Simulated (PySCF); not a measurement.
Si(F)(OH)(SH)2 (FH3OS2Si), SMILES F[Si](S)(O)S.

The structure is a stationary point at PBE-D3(BJ)/def2-SVP. The structure was generated by enumeration, and PubChem lists no compound with its InChIKey, so it may never have been made. Other conformers were not sampled.

Level of theory: M06-2X/def2-TZVP (PySCF).

Isolated molecule, no solvent.

Task: Estimate the frontier levels, gap, dipole moment and polarisability. (The exact figures need the calculation; the answer reports its results.)

Result: 
The highest occupied level is -9.14 eV and the lowest empty level is 0.85 eV. The orbital gap is 9.99 eV and the dipole moment comes out as 1.91 D. The quadrupole, principal values (traceless, Buckingham form, about the centre of nuclear charge) is -5.30, 1.41, 3.90 D·Å. The mean static polarisability comes out as 62.8 bohr³ (9.30 Å³) and the polarisability, principal values is 51.3, 60.7, 76.3 bohr³.
